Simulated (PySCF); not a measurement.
**MI for M along the chalcogens**

PBE0 with triple-zeta basis sets in PySCF, for the lowest determinant that a PBE0 search found; no spin–orbit coupling. De refers to high-spin ground-configuration atoms. A positive dipole means M(−)I(+).

```tsv
M	basis	state (unpaired electrons)	Re (Å)	ωe (cm⁻¹)	De (eV)	μ (D)
O	def2-TZVPP	doublet (π ↑)	1.867	697	2.49	2.36
S	x2c-TZVPPall	doublet (π ↑)	2.302	418	2.50	1.06
Se	def2-TZVPP	doublet (π ↑)	2.442	279	2.33	0.52
Te	x2c-TZVPPall	doublet (π ↑)	2.651	222	2.22	-0.41
```

The shortest bond is that of IO (1.867 Å), the longest that of TeI (2.651 Å).

The rows differ in basis set, which adds steps of its own.

Relativity is treated differently too: O scalar-relativistic core potentials; S spin-free X2C; Se scalar-relativistic core potentials; Te spin-free X2C.

Down a group bonds as a rule get longer and wavenumbers fall, partly through the reduced mass; this series shows no clear exception.

Spin–orbit coupling is left out, which matters for elements this heavy, above all for dissociation energies. States were picked by a PBE0 search and need not be the measured ground states.
